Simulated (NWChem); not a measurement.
# BHCl, doublet; SMILES Cl[BH]

```xyz
3

B      0.1328     1.2030     0.0000
Cl     0.0230    -0.5122     0.0000
H     -0.8318     1.9285     0.0000
```
Atoms are numbered in this order, from 1.

Results from NWChem. Spin-unrestricted. In the optimisation the excess spin sits in a' (Cs, its own frame). The geometry was optimised at PBE0/def2-SVP, spin-unrestricted. No stability test was run on the SCF state. Vzz is the largest principal value of the second derivative of the potential at the nucleus (NWChem prints the opposite sign); η is the asymmetry. Non-relativistic.

Problem. Estimate the computed values for PBE/def2-SVP. Quantities: Vzz B1 (a.u.); η B1; Vzz Cl2 (a.u.); η Cl2.

Solution. 
```yaml
Vzz B1 (a.u.): 0.402
"η B1": 0.41
Vzz Cl2 (a.u.): 1.541
"η Cl2": 0.95
```
